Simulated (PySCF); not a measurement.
C2H6NO, SMILES CC(N)=[OH+], charge +1.

Geometry: B3LYP-D3(BJ)/def2-SVP. The isomer is the one that the SMILES or the coordinates give; other isomers of the formula were not compared. One conformer was computed; it need not be the lowest.

Two levels are set side by side: PBE/def2-TZVP (PySCF) and PBE0/def2-TZVP (PySCF). Same geometry, gas phase. Differences are taken from unrounded values.

| quantity | PBE |
|---|---|
| orbital gap (eV) | 6.19 |
| highest occupied level (eV) | -13.73 |
| lowest empty level (eV) | -7.54 |
| mean polarisability (bohr³) | 33.6 |

These are the PBE values. What does PBE0 give? (The exact figures need the calculation; the answer reports its results.)


| quantity | PBE0 | PBE minus PBE0 |
|---|---|---|
| orbital gap (eV) | 8.77 | -2.58 |
| highest occupied level (eV) | -15.21 | 1.48 |
| lowest empty level (eV) | -6.44 | -1.11 |
| mean polarisability (bohr³) | 32.6 | 1.0 |

PBE's occupied levels lie high since its potential decays too fast outside the molecule; exact exchange lowers them and widens the gap. Loosely held outer electrons make PBE densities more polarisable. Differences between two approximate levels are no errors against the true value.

Rough cost on one machine, each run with all the roots and properties that it gave: PBE0 against PBE within a factor of 2.
